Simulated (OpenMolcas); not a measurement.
# Ir3+: moving or changing the point charges

Ir3+ among 5 point charges of -1 e arranged as a trigonal bipyramid (D3h), 2.21 Å from the ion, with the axial distance 2.409 Å.
```
   2.2100    0.0000    0.0000  -1.00
  -1.1050    1.9139    0.0000  -1.00
  -1.1050   -1.9139    0.0000  -1.00
   0.0000    0.0000    2.4089  -1.00
   0.0000    0.0000   -2.4089  -1.00
```

```
Program             : OpenMolcas 26.06
Method              : CASSCF
Basis               : ANO-RCC-VDZP [7s6p4d2f]
Scalar Hamiltonian  : DKH2, point nucleus
Active space        : 6 electrons in 5 orbitals (5d)
State averaging     : 2S+1 = 5 even, 5 roots; 2S+1 = 3 even, 45 roots; 2S+1 = 1 even, 50 roots
Spin-orbit coupling : RASSI with atomic mean-field integrals over the reference wave functions
```

Runs around this geometry, states (labels of D3, the rotations of D3h). Energies in cm-1 above the lowest state or level, χT in cm3 K/mol.

```
R (Å)  q (e)  Axial / equatorial distance  Ground state  First state of that spin  First gap with spin-orbit (degeneracies)  χT at 300 K  First state of another spin
 2.21  -0.65                         1.09            5E                  5E 789.0                                0.3 (1, 1)        5.210                    3A2 16969
 2.06     -1                         1.09            5E                   5E 1546                                0.9 (1, 1)        4.984                    3A2 15483
 2.21     -1                         1.09            5E                   5E 1141                                0.6 (1, 1)        5.104                    3A2 16309
 2.44     -1                         1.09            5E                  5E 728.9                                0.3 (1, 1)        5.218                    3A2 17010
 2.21     -1                         1.18            5E                   5E 1894                               71.4 (2, 2)        5.105                    3A2 17031
```

Taking the first state of the same spin as R^-n, n = -ln(728.9 / 1546) / ln(2.44 / 2.06) = 4.4 between the shortest and longest distance.

Scaling the charges by -0.65 / -1 = 0.65 scales the first state of the same spin by 789 / 1141 = 0.69; with fixed orbitals a first-order splitting would follow the charge.

Without dynamic correlation the repulsion within the d shell is too large (B by tens of per cent), so at a given field states of lower spin stand too high. Point charges give a weaker field than real ligands, and real ions of this kind are as a rule low spin; the high spin found here belongs to the model. The ground term spreads over less than 5000 cm-1, several times less than with real ligands, so orbital moments are less quenched and χT lies further from the spin-only value than at real sites. Spin-orbit coupling mixes the spin-free states strongly: the lowest level takes only 48 % from its leading state, 5E (figures for R = 2.21, q = -0.65, ratio = 1.09; the like holds for R = 2.06, q = -1, ratio = 1.09, R = 2.21, q = -1, ratio = 1.09, R = 2.44, q = -1, ratio = 1.09, R = 2.21, q = -1, ratio = 1.18). An orbital doublet at a regular site is open to a Jahn-Teller distortion, which this geometry leaves out (holds for R = 2.06, q = -1, ratio = 1.09; R = 2.21, q = -1, ratio = 1.09; R = 2.21, q = -1, ratio = 1.18). Point charges carry no covalency, so the field is a model and not that of real ligands. No measured value stands beside these numbers.
